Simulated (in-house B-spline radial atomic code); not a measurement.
# Ti III (Ti2+): [Ne] 3s2 3p5 3d2 6f1 (an excited or competing configuration)

Computed with a B-spline radial code for spherical atoms: Dirac-Hartree-Fock, average of configuration, Fermi nucleus of rms radius 3.5921 fm.

Z_r = [3n² - l(l+1)]/(2<r>); Z_e = n√(-2ε); the last column is Slater's effective charge. Values are occupation-weighted means over j.

```json
{"shell": "1s", "electrons": "2", "ε (eV)": "-5055.9", "<r> (bohr)": "0.06952", "Z_r": "21.58", "Z_e": "19.28", "Slater": "21.70"}
{"shell": "2s", "electrons": "2", "ε (eV)": "-623.68", "<r> (bohr)": "0.322", "Z_r": "18.63", "Z_e": "13.54", "Slater": "17.85"}
{"shell": "2p", "electrons": "6", "ε (eV)": "-519.44", "<r> (bohr)": "0.2888", "Z_r": "17.32", "Z_e": "12.36", "Slater": "17.85"}
{"shell": "3s", "electrons": "2", "ε (eV)": "-109.11", "<r> (bohr)": "0.9909", "Z_r": "13.62", "Z_e": "8.50", "Slater": "11.10"}
{"shell": "3p", "electrons": "5", "ε (eV)": "-80.396", "<r> (bohr)": "1.055", "Z_r": "11.85", "Z_e": "7.29", "Slater": "11.10"}
{"shell": "3d", "electrons": "2", "ε (eV)": "-41.216", "<r> (bohr)": "1.243", "Z_r": "8.45", "Z_e": "5.22", "Slater": "4.65"}
{"shell": "6f", "electrons": "1", "ε (eV)": "-3.4285", "<r> (bohr)": "15.82", "Z_r": "3.03", "Z_e": "3.01", "Slater": "3.00"}
```

The least bound orbital is 6f5/2 at -3.428 eV, and it is also the most diffuse (<r> = 15.82 bohr).

Spin-orbit splittings of the orbital energies (j = l + 1/2 above j = l - 1/2 when positive): 2p 5.913 eV, 3p 0.7308 eV, 3d 0.05207 eV, 6f -5.386e-05 eV.

For the 1s electron the small component carries 0.621 % of the norm, the zero-frequency Breit interaction raises the level by 4.89 eV, self-energy by 2.32 eV, and vacuum polarisation lowers it by 0.1803 eV.
